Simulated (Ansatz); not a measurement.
A structure relaxed at PBE0-D4/def2-TZVP, charge 0, multiplicity 1:

```tsv
atom	x (Å)	y (Å)	z (Å)
N1	0.523	1.502	0.056
C2	0.749	0.353	0.556
O3	1.750	0.215	1.443
O4	0.158	-0.808	0.366
In5	-1.387	-1.188	-0.882
H6	-0.251	1.494	-0.598
H7	2.132	1.096	1.532
H8	-1.744	-2.838	-0.725
H9	-1.930	0.173	-1.748
```

**Question.** Give its formula and SMILES.

**Answer.** CH4InNO2, `N=C(O)[O][InH2]`.

**Question.** Point group (tolerance 0.08 Å, 0.16 Å for H)?

**Answer.** Cs.

**Question.** Summarise the bond lengths by kind.

**Answer.** 1 × C–N 1.274 Å; 1 × H–N 1.013 Å; 2 × C–O 1.316 to 1.344 Å; 1 × H–O 0.965 Å; 1 × In–O 2.022 Å; 2 × H–In 1.696 to 1.702 Å.

Computed with Ansatz.
